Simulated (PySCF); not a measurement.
Gas-phase reaction: SnO2 + HF + 2 F ⇌ SnHF3 + 2 O

Energies from PySCF, thermal terms from the rigid-rotor harmonic-oscillator model, ideal gas at 1 bar. † marks an energy on the PBE0/def2-TZVP geometry and frequencies. MP2 and CCSD(T) freeze the core. Open shells (unrestricted): F (multiplicity 2, electronic degeneracy 6), O (multiplicity 3, electronic degeneracy 9); the rest are closed-shell singlets. Spin-orbit splitting is ignored; it lowers the true energy and changes the entropy of F, O. Sn: scalar-relativistic def2 core potential, no spin-orbit coupling. SnO2, SnHF3: computed as isolated molecules; such fragments, hydroxides, amides, oligomers or adducts are transient or little studied in the gas. MP2 isn't extrapolated to the basis-set limit; its ΔH°(298 K) is -253.9 kJ in def2-SVP and -168.2 kJ in def2-TZVPP. CCSD(T) isn't extrapolated to the basis-set limit; its ΔH°(298 K) is -279.1 kJ in def2-SVP and -218.9 kJ in def2-TZVPP. The harmonic model lacks anharmonicity and excited electronic states, which grow with temperature; levels with a mode under 35 cm⁻¹ are left out. Warning, large T1 diagnostic: SnO2 (CCSD(T)/def2-SVP†).

ΔH° and ΔS° at 298 K: CCSD(T)/def2-SVP† -279 kJ, -115 J/K; M06-2X/def2-TZVP† -269 kJ, -115 J/K; MP2/def2-TZVPP† -168 kJ, -115 J/K.

Task: With the heat capacities included, give log10 K (1 bar) at 800, 1000, 1400, 1600, 1800 K from CCSD(T)/def2-SVP†, M06-2X/def2-TZVP†, MP2/def2-TZVPP†.

Result: 
```tsv
T (K)	CCSD(T)/def2-SVP†	M06-2X/def2-TZVP†	MP2/def2-TZVPP†
800	12.3	11.7	5.1
1000	8.7	8.2	2.9
1400	4.7	4.3	0.5
1600	3.4	3.1	-0.2
1800	2.5	2.2	-0.8
```
